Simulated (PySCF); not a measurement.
Al(Br)3 cation (AlBr₃), SMILES [Br][Al]([Br])[Br] (connectivity only; charge and spin as stated), charge +1, multiplicity 2. Atoms are numbered in the order given.

```xyz
4

Al     0.0000     0.0000     0.0000
Br    -2.2426     0.0000     0.0000
Br     1.1213     1.9422     0.0000
Br     1.1213    -1.9422     0.0000
```
Charge +1, spin multiplicity 2.

Geometry: B3LYP-D3(BJ)/def2-SVP. The multiplicity is an assumed one; no other spin state was optimised. The isomer is the one that the SMILES or the coordinates give; other isomers of the formula were not compared.

Computed with PBE/def2-TZVP (PySCF).

ESP charges are fitted to the potential on shells at 1.4 to 2.0 van der Waals radii. Atomic charges (e):

```json
[
 {"atom": "Al1", "Mulliken": "0.51", "Löwdin": "-0.83", "meta-Löwdin": "0.78", "ESP fit": "?", "Mulliken spin": "-0.05"},
 {"atom": "Br2", "Mulliken": "0.16", "Löwdin": "0.61", "meta-Löwdin": "0.07", "ESP fit": "?", "Mulliken spin": "0.35"},
 {"atom": "Br3", "Mulliken": "0.16", "Löwdin": "0.61", "meta-Löwdin": "0.07", "ESP fit": "?", "Mulliken spin": "0.35"},
 {"atom": "Br4", "Mulliken": "0.16", "Löwdin": "0.61", "meta-Löwdin": "0.07", "ESP fit": "?", "Mulliken spin": "0.35"}
]
```

Task: Complete the blanks. (The exact figures need the calculation; the answer reports its results.)

Result: 
- Al1, ESP fit: 0.25
- Br2, ESP fit: 0.25
- Br3, ESP fit: 0.25
- Br4, ESP fit: 0.25
